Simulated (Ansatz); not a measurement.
`[SiH3][O][Ge][O][SiH3]` and `[SiH3][O][GeH]` differ in one atom or group.

Ansatz, PBE0-D4/def2-TZVP geometries, multiplicity 1. Each molecule was computed in one conformer, which needn't be the lowest.

Scalar relativity is left out up to krypton.

```
                                          property  `[SiH3][O][Ge][O][SiH3]`
    size of the dipole moment (PBE/def2-TZVPP) / D                      1.10
size of the dipole moment (ωB97M-V/def2-TZVPP) / D                      1.27
               HOMO–LUMO gap (PBE/def2-TZVPP) / eV                      3.95
           HOMO–LUMO gap (ωB97M-V/def2-TZVPP) / eV                     10.10
             HOMO energy (ωB97M-V/def2-TZVPP) / eV                    -10.20
              HOMO–LUMO gap (PBE0/def2-TZVPP) / eV                      5.92
```

Q: Give the same properties after the change, and the shifts. (Best estimate.)

A: Ansatz gave: 
```json
{"property": "size of the dipole moment (PBE/def2-TZVPP) / D", "`[SiH3][O][GeH]`": "0.73", "shift": "-0.37"}
{"property": "size of the dipole moment (ωB97M-V/def2-TZVPP) / D", "`[SiH3][O][GeH]`": "0.95", "shift": "-0.32"}
{"property": "HOMO–LUMO gap (PBE/def2-TZVPP) / eV", "`[SiH3][O][GeH]`": "2.38", "shift": "-1.57"}
{"property": "HOMO–LUMO gap (ωB97M-V/def2-TZVPP) / eV", "`[SiH3][O][GeH]`": "8.46", "shift": "-1.64"}
{"property": "HOMO energy (ωB97M-V/def2-TZVPP) / eV", "`[SiH3][O][GeH]`": "-8.98", "shift": "1.22"}
{"property": "HOMO–LUMO gap (PBE0/def2-TZVPP) / eV", "`[SiH3][O][GeH]`": "4.31", "shift": "-1.61"}
```

With PBE0 the HOMO rises by 1.15 eV and the LUMO falls by 0.46 eV, so the gap narrows by about 1.61 eV. PBE moves the HOMO by 1.08 eV and ωB97M-V by 1.22 eV. The zero-point energy changes by -61.2 kJ/mol with -12 modes. Dipoles are sizes alone; their direction can turn.
